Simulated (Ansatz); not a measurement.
Frontier orbitals of `[NH2][Hf]([Cl])([Br])[Br]`.

```json
{"atom": "N1", "x (Å)": "-0.9953", "y (Å)": "-0.4964", "z (Å)": "0.6473"}
{"atom": "Hf2", "x (Å)": "0.5709", "y (Å)": "0.2419", "z (Å)": "-0.3357"}
{"atom": "Cl3", "x (Å)": "2.4297", "y (Å)": "-0.9265", "z (Å)": "0.4447"}
{"atom": "Br4", "x (Å)": "0.1745", "y (Å)": "-0.0768", "z (Å)": "-2.7793"}
{"atom": "Br5", "x (Å)": "0.7264", "y (Å)": "2.6874", "z (Å)": "0.1446"}
{"atom": "H6", "x (Å)": "-1.9620", "y (Å)": "-0.2396", "z (Å)": "0.4967"}
{"atom": "H7", "x (Å)": "-0.9442", "y (Å)": "-1.1900", "z (Å)": "1.3817"}
```

Total charge 0; spin multiplicity 1. Correlated methods include outer-core shells of Br, Hf, which these sets cover unevenly. Scalar relativity is left out up to krypton. Hf: def2 effective core potential. Geometry: relaxed with PBE0-D4/def2-TZVP. It is one conformer, not always the lowest. Basis def2-TZVPP, Ansatz 0.2.0.

| functional | HOMO (eV) | LUMO (eV) | gap (eV) |
| --- | --- | --- | --- |
| PBE | -6.85 | -2.61 | 4.24 |
| PBE0 | -8.18 | -1.79 | 6.39 |
| ωB97X-V | -10.53 | 0.37 | 10.90 |
| ωB97M-V | -10.40 | 0.29 | 10.69 |

Against PBE, PBE0 changes HOMO and LUMO by −1.33 and +0.82 eV, ωB97M-V by −3.55 and +2.91 eV. A gap of 4.23 eV thus becomes 10.69 eV for the same molecule, so an orbital gap means little without its functional. A positive LUMO is unbound and depends on the basis.
